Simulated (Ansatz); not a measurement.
```yaml
crystal:
  periodic: [false, false, false]
  atoms:
    - {symbol: C, position_ang: [0.374759, -0.988583, -0.186290]}
    - {symbol: O, position_ang: [-0.219948, -0.402420, -0.156380]}
    - {symbol: W, position_ang: [-0.357413, 0.851090, 0.105743]}
    - {symbol: O, position_ang: [-1.268733, 0.831278, 0.449158]}
    - {symbol: F, position_ang: [-0.318765, 0.977169, -1.147080]}
    - {symbol: F, position_ang: [0.165235, 2.032267, 0.288904]}
    - {symbol: F, position_ang: [0.277369, 0.492929, 1.208301]}
    - {symbol: H, position_ang: [-0.018319, -1.548079, -0.182596]}
    - {symbol: H, position_ang: [0.712960, -0.965710, 0.427623]}
    - {symbol: H, position_ang: [0.683201, -1.115543, -0.823045]}
basis:
  gaussian: {orbitals: def2-SVP}
hamiltonian: {xc: {name: PBE-QIDH}}
output: {forces: true}
```

```sh
$ ansatz run in.yaml --threads 4 --pin off --events-out ev --progress --plain --max-ram 11315MiB
```

Shortened log:

```
Functional definition: PBE-QIDH
1244 factors; integrals over basis functions are off by at most 4.2e-4 eV
mean field evaluation 1: about -14899.8438 eV, gradient 9.8e1 eV
mean field evaluation 2: about -14902.8370 eV, gradient 9.6e1 eV
mean field evaluation 4: about -14916.7339 eV, gradient 1.4e1 eV
mean field evaluation 8: about -14917.0888 eV, gradient 1.1e0 eV
mean field evaluation 16: about -14917.0927 eV, gradient 2.2e-3 eV
mean field -14917.09268220 eV, -548.1930449021 hartree, gradient 2.2e-6 eV, S^2 0.000000; 0 other end points of the search recorded, 0 dependent functions left out
6 core orbitals not correlated: weight in the atoms' cores, before any rotation towards them, 1.000 or more for the frozen orbitals, at most 0.000 for the correlated occupied ones
reference -14917.09270110 eV, -548.1930455967 hartree; 27, 27 occupied and 98, 98 virtual orbitals, 1244 factors
second order -41.70927101 eV of doubles, -0.00000000 eV of singles
Total energy: -14930.99579143 eV, -548.7039747427 hartree
Atom 0 at     0.374759    -0.988583    -0.186290 Å, force    85.056615   -62.815826    -9.576734 eV/Å
Atom 1 at    -0.219948    -0.402420    -0.156380 Å, force   -94.969263    16.166532   -13.419254 eV/Å
Atom 2 at    -0.357413     0.851090     0.105743 Å, force   250.834639    30.132755   -88.126679 eV/Å
Atom 3 at    -1.268733     0.831278     0.449158 Å, force  -360.939784    -7.651450   136.005517 eV/Å
Atom 4 at    -0.318765     0.977169    -1.147080 Å, force     3.247327    15.518747  -129.981593 eV/Å
Atom 5 at     0.165235     2.032267     0.288904 Å, force    43.042090    95.275814    15.596620 eV/Å
Atom 6 at     0.277369     0.492929     1.208301 Å, force    48.606325   -26.917799    85.145011 eV/Å
Atom 7 at    -0.018319    -1.548079    -0.182596 Å, force   -25.304049   -49.898036     1.454982 eV/Å
Atom 8 at     0.712960    -0.965710     0.427623 Å, force    28.076838    -2.561365    40.178781 eV/Å
Atom 9 at     0.683201    -1.115543    -0.823045 Å, force    22.349261    -7.249373   -37.276651 eV/Å
Dipole moment:    -0.119216     0.096455    -0.128912 e Å
```

In this input the geometry is squeezed to about two thirds of its size. The run converged. The result belongs to that input, not to the molecule as meant.
